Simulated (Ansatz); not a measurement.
Complex (SMILES): C#C (C2H2) with C[SiH3] (CH3-SiH3), atoms 1 to 4 the first; geometry from B3LYP-D3(BJ)/def2-TZVP, monomers rigid:
```xyz
12

C     -0.1165     0.4274    -0.3481
C     -0.5435    -0.4531     0.3410
H     -0.9236    -1.2325     0.9556
H      0.2711     1.2052    -0.9599
C      2.6297    -2.0608    -1.5202
Si     3.4368    -0.4101    -1.1513
H      2.6930    -2.2958    -2.5843
H      3.1200    -2.8641    -0.9671
H      1.5772    -2.0398    -1.2355
H      3.3716    -0.0937     0.2950
H      4.8630    -0.4218    -1.5626
H      2.7610     0.6825    -1.8956
```

Interaction energy at HF with Ansatz (an electronic-structure program), kcal/mol, without and with the counterpoise correction (monomers among the partner's ghost functions). Cartesian d functions, on some or all atoms, in 6-31G*, 6-31+G*, 6-31G**; all else is spherical. No added dispersion term, no relativity. Reference, counterpoise-corrected: the value in aug-pcseg-3, 0.64.

| basis | functions | uncorrected |
|---|---|---|
| 3-21G | 56 | -0.93 |
| 6-31G* | 80 | -0.23 |
| 6-31+G* | 96 | 0.52 |
| 6-31G** | 104 | -0.24 |
| cc-pV(D+d)Z | 105 | 0.26 |
| aug-pcseg-1 | 168 | 0.04 |
| 6-311++G(2d,2p) | 196 | 0.60 |
| pcseg-2 | 236 | 0.62 |
| def2-TZVPPD | 295 | 0.60 |
| aug-cc-pV(T+d)Z | 377 | 0.57 |
| aug-cc-pV(Q+d)Z | 697 | 0.63 |
| aug-pcseg-3 | 736 | 0.60 |

How large is the counterpoise correction in each set?

3-21G 1.48, 6-31G* 0.82, 6-31+G* 0.16, 6-31G** 0.84, cc-pV(D+d)Z 0.36, aug-pcseg-1 0.65, 6-311++G(2d,2p) 0.05, pcseg-2 0.06, def2-TZVPPD 0.05, aug-cc-pV(T+d)Z 0.07, aug-cc-pV(Q+d)Z 0.01, aug-pcseg-3 0.04 kcal/mol. The corrected value lies nearer the reference in 11 of 12 rows.
